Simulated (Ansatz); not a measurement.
Species: C₃H₃F, SMILES `FC1=CC1` (charge 0, multiplicity 1).

Task: Give a relaxed geometry from Ansatz (a first-principles code) with PBE-D3(BJ)/def2-TZVP.

Result: the end point of this relaxation (outside a Z-matrix the atoms follow the SMILES, hydrogens last).
Bonded distances (Å): F1–C2 1.325, C2–C3 1.290, C2–C4 1.471, C3–C4 1.565, C3–H5 1.081, C4–H6 1.099, C4–H7 1.099. Bond angles (°): F1–C2–C3 148.2, F1–C2–C4 143.1, C3–C2–C4 68.7, C2–C3–C4 61.1, C2–C3–H5 154.9, C4–C3–H5 144.0, C2–C4–C3 50.2, C2–C4–H6 120.2, C2–C4–H7 120.2, C3–C4–H6 118.9, C3–C4–H7 118.9, H6–C4–H7 113.9.
